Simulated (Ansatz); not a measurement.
An input meant for (HBe-mu-Br)2 (Be2H2Br2) (charge 0, singlet).

```yaml
crystal:
  periodic: [true, true, true]
  atoms:
    - {symbol: Be, position_ang: [0.678108, -0.389863, -1.137366]}
    - {symbol: H, position_ang: [1.342194, -0.760309, -2.224709]}
    - {symbol: Br, position_ang: [-0.226102, 1.532166, -0.659992]}
    - {symbol: Be, position_ang: [-0.680102, 0.389174, 1.136401]}
    - {symbol: H, position_ang: [-1.321452, 0.767497, 2.234639]}
    - {symbol: Br, position_ang: [0.207354, -1.538655, 0.651016]}
basis:
  gaussian: {orbitals: def2-TZVPP}
hamiltonian: {xc: {name: revPBE}, dispersion: d3bj}
scf: {lower_state_search: off}
```

```sh
$ ansatz run in.yaml --threads 4 --pin off --events-out ev --progress --plain --max-ram 3916MiB
```

(1) Predict how Ansatz answers.

## Answers

(1) The input was rejected before any iteration. The species is marked periodic without a cell.
```
Error: YAML parse error: error: line 2 column 3: crystal: missing field `lattice` (a structure is typed as `lattice` and `atoms`, a molecule's as `atoms` in Å alone, or read from a run's directory, `checkpoint`)
 --> <input>:2:3
1 | crystal:
2 |   periodic: [true, true, true]
3 |   atoms:
4 |     - {symbol: Be, position_ang: [0.678108, -0.389863, -1.137366]}
```
